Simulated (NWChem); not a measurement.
# Atomisation of tin monoxide (OSn)

```xyz
2

Sn     0.0000     0.0000     0.2536
O      0.0000     0.0000    -1.5848
```
Charge 0, spin multiplicity 1.

All runs are NWChem calculations. Structure: optimised with PBE0/def2-SVP with def2 effective core potentials on Sn, a minimum by its harmonic frequencies.

Basis set: def2-TZVP. The atomisation energy is electronic alone: no zero-point, thermal, spin-orbit or counterpoise terms. No value is extrapolated to the basis-set limit. Free atoms are single determinants with multiplicities Sn 3, O 3. Correlated methods freeze the same cores in atoms and molecule, 5 orbitals in all.

```
method     atomisation energy (kcal/mol)  relative cost
---------  -----------------------------  -------------
PBE0                               122.9        under 3
PBE                                142.2        under 3
CAM-B3LYP                          126.4             10
B3LYP                              128.3        under 3
CCSD(T)                            126.5              8
HF                                  38.7              1
r2SCAN                             130.4        under 3
MP2                                140.6        under 3
TPSS                               133.5        under 3
```

The values span 103.5 kcal/mol, from HF (lowest) to PBE (highest). Relative cost: rough, from shared machines, SCF included, HF = 1. Costs are the molecule's.

Effective core potentials replace the inner electrons of Sn; spin-orbit coupling is left out. B3LYP has NWChem's definition, with VWN1-RPA local correlation. GW and range-separated runs recompute their integrals, the others keep them in memory, which bears on the times. No SCF solution was tested for a lower state. Open-shell Hartree-Fock references start from PBE0 orbitals; any time given for them includes that run. No row is a measurement; the coupled-cluster row has its own basis-set and correlation limits.
